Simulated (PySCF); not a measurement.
B3LYP has the VWN-RPA correlation part, as in Gaussian. 

**C3H10Si, SMILES `C(C[SiH3])C` (C–C–C–Si torsion 180°) (charge 0, multiplicity 1)**

The numbers are results of PySCF 2.14.0 with B3LYP-D3(BJ)/def2-TZVP, not measurements.

```
Property                         Value
-------------  -----------------------
HOMO                          -8.28 eV
dipole moment                0.180 e·Å
HOMO–LUMO gap                  8.74 eV
LUMO                           0.46 eV
total energy              -11154.76 eV
cost           roughly 60 core-seconds
```

```xyz
14

C      2.0422    -0.1979    -0.1721
C      0.6462    -0.5006     0.3673
C     -0.4014     0.5326    -0.0664
Si    -2.1321     0.1868     0.5827
H      2.0432    -0.1800    -1.2645
H      2.7668    -0.9480     0.1514
H      2.3917     0.7774     0.1747
H      0.6821    -0.5471     1.4601
H      0.3368    -1.4959     0.0337
H     -0.4456     0.5819    -1.1597
H     -0.1000     1.5313     0.2676
H     -3.0870     1.2253     0.1231
H     -2.1339     0.1695     2.0670
H     -2.6089    -1.1354     0.1053
```
